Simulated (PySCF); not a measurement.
A side-by-side comparison of computed properties.

First species: C₂H₈O₃Si₃.
SMILES: `C#C[Si@@](O)(O[SiH3])[SiH2]O`

Second species: C7H12.
InChI=1S/C7H12/c1-2-4-7-5-6(7)3-1/h6-7H,1-5H2/t6-,7+

Levels: wB97X-D/def2-SVPD for HOMO energy, LUMO energy, HOMO–LUMO gap and static isotropic polarisability; TDDFT wB97X-D/def2-SVPD for lowest singlet excitation; TDA wB97X-D/def2-SVPD for lowest triplet excitation (Tamm–Dancoff). Geometries: GFN2-xTB. Each species is one conformer at its optimised geometry, gas phase, non-relativistic unless stated; the electronic structure was computed with PySCF and density fitting.

Dipoles, sizes and rotational constants follow the conformer. The torsions of the flexible species, by atom-mapped SMILES:
- `[CH:1]#[C:2][Si@@:3]([OH:4])([O:5][SiH3:6])[SiH2:7][OH:8]`: C2–Si3–O5–Si6 89°, C2–Si3–Si7–O8 65°, H–O4–Si3–C2 65°, H–O8–Si7–Si3 50°

The conformers of `C1CC[C@H]2C[C@H]2C1` aren't listed.

(1) Which has the higher S1 energy?

(2) Which of the two has the higher LUMO energy, and by how much?

(3) Which has the higher static isotropic polarisability?

(4) Which has the higher T1 energy?

(5) Which of the two has the higher HOMO energy, and by how much?

(6) Which has the higher HOMO–LUMO gap?

## Answers

(1) The second: 7.76 eV against 6.00 eV, a difference of 1.76 eV.

(2) The second: 2.49 eV against 0.83 eV, a difference of 1.66 eV.

(3) The first: 107.0 au against 75.7 au, a difference of 31.3 au.

(4) The second: 7.64 eV against 5.09 eV, a difference of 2.55 eV.

(5) The second: -9.42 eV against -9.74 eV, a difference of 0.32 eV.

(6) The second: 11.91 eV against 10.57 eV, a difference of 1.34 eV.

On the first: No computed singlet falls in the visible range (750 to 380 nm, 1.65 to 3.26 eV); S1 lies 2.74 eV above its blue end. The principal polarisabilities are 94.0, 105.8 and 121.4 au; their mean is the isotropic value.

On the second: S1 lies 4.15 eV below the HOMO–LUMO gap; its leading configuration is HOMO→LUMO, weight 0.75. The 8 singlets span 7.76 to 8.81 eV, and their oscillator strengths add up to 0.12.
